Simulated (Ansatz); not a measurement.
Si(SH)Cl3 (SiHSCl₃), relaxed as a singlet with RKS PBE0-D4/def2-SVP in Ansatz, starting from the GFN2-xTB geometry. Force threshold 0.02 eV/Å.

Start:

```xyz
6

Si   -0.3961   -0.2480    0.0484
S     1.0479    1.2060    0.7307
H     1.8614    1.1036   -0.3128
Cl   -1.8043   -0.3734    1.4708
Cl    0.4988   -2.0366   -0.2348
Cl   -1.2079    0.3484   -1.7023
```

```csv
step,energy (eV),largest force component (eV/Å),SCF passes
1,-56265.4606,1.429,22
2,-56265.4924,0.557,26
3,-56265.5228,0.225,23
4,-56265.5240,0.067,21
5,-56265.5241,0.007,22
```

Force components are those of the run's own axes.

End:

```xyz
6

Si   -0.3563   -0.2193    0.0513
S     1.0348    1.2054    0.7602
H     1.8328    1.0901   -0.3259
Cl   -1.8021   -0.3640    1.4835
Cl    0.4983   -2.0553   -0.2459
Cl   -1.2074    0.3430   -1.7232
```

By distances, no bond broke or formed. The bond that changes most is Si1–S2, from 2.16 to 2.11 Å (atoms count from 1).

No frequencies were taken in this run, so the end may be a saddle point.

Hardware: 4 threads of AMD EPYC 9R45 on a shared host. Wall time 4 s.
